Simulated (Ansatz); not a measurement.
Stepwise reaction of `[Cl][GeH2][Cl]` with hydrogen chloride, as a gas-phase model of exchange steps in deposition or etching. ΔE in kJ/mol; ΔG adds harmonic PBE0-D4 terms to CCSD(T)/CBS, at 1 bar.

Computed with Ansatz on PBE0-D4/def2-TZVP structures; ΔE is electronic, products minus reactants. CBS: MP2 limit from def2 TZ/QZ plus the TZ coupled-cluster correction, frozen cores. This one scheme is used for every species. DFT in def2-TZVPP. B3LYP here is the variant with VWN-RPA as its local correlation; programs differ in this. For Ge outer-core shells are correlated without core-valence functions, which leaves a few kJ/mol of doubt a bond. Scalar relativity is left out up to krypton.

```csv
step,reaction,PBE-D4,B3LYP-D4,ωB97M-V,CCSD(T)/CBS,ΔG(400 K)
2,`[Cl][GeH]([Cl])[Cl]` + HCl → `[Cl][Ge]([Cl])([Cl])[Cl]` + H₂,-45.6,-45.1,-43.3,-41.3,-31.9
```

Give the row of step 1, `[Cl][GeH2][Cl]` + HCl → `[Cl][GeH]([Cl])[Cl]` + H₂. (Best estimate.)

Ansatz gave: 
```tsv
step	reaction	PBE-D4	B3LYP-D4	ωB97M-V	CCSD(T)/CBS	ΔG(400 K)
1	`[Cl][GeH2][Cl]` + HCl → `[Cl][GeH]([Cl])[Cl]` + H₂	-53.6	-52.5	-51.2	-49.6	-43.7
```

By hand: ΔE of the 2 steps together at CCSD(T)/CBS.

(-49.6) + (-41.3) = -90.9 kJ/mol, or -45.5 kJ/mol a step.

In ΔE each step is higher than the one before. All are downhill at CCSD(T)/CBS. ΔG lies between -43.7 and -31.9 kJ/mol a step. PBE-D4 differs from CCSD(T)/CBS by -4.3 to -4.0 kJ/mol a step. Isolated molecules leave out the surface, adducts and barriers. Largest T1 diagnostic: 0.009.
